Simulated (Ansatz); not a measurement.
Ideal-gas functions of ClF$_{5}$W (`[F][W]([F])([F])([F])([F])[Cl]`) at 500 K and 1 bar, from an Ansatz frequency run at PBE0-D4/def2-TZVP.

Molar mass 314.28 g/mol, point group C4v (symmetry number 4), electronic degeneracy 1, moments of inertia 256.013, 368.294, 368.294 u Å². Harmonic wavenumbers (cm⁻¹, unscaled): 118, 118, 141, 221, 221, 253, 296, 296, 306, 407, 678, 679, 715, 715, 755.

Use S(trans) = R[1.5 ln M + 2.5 ln T − 1.1517]; rotational temperatures θ = 24.2544 K / I; S(rot) = R[ln(√π/σ · √(T³/θAθBθC)) + 1.5]; for each mode x = 1.438777 ν̃/T, S = R[x/(eˣ − 1) − ln(1 − e⁻ˣ)] and H = RT x/(eˣ − 1); 1 cm⁻¹ = 0.0119627 kJ/mol; R = 8.31446 J/(mol·K).

Task: By hand: the entropy, in J/(mol·K).

Result: Translation 191.3. Rotation: θ = 0.0947, 0.0659, 0.0659 K, giving 115.6. Vibration, mode by mode: 17.33, 17.33, 15.87, 12.22, 12.22, 11.13, 9.90, 9.90, 9.64, 7.46, 3.96, 3.95, 3.64, 3.64, 3.33, in all 141.5. Electronic 0.0. Sum 448.4 J/(mol·K).

Task: By hand: H − E and G − E in kJ/mol, counted from the electronic energy.

Result: Zero-point energy ½ × 5919 × 0.0119627 = 35.4; thermal vibration 35.5; translation, rotation and pV give 4 RT = 16.6. H − E = 87.5 kJ/mol, and G − E = 87.5 − 500 × 448.4/1000 = -136.7 kJ/mol.

Vibration gives 32 % of the entropy, 50.5 J/(mol·K) of it from the modes under 150 cm⁻¹: soft modes count most, and the harmonic formula is weakest for them.
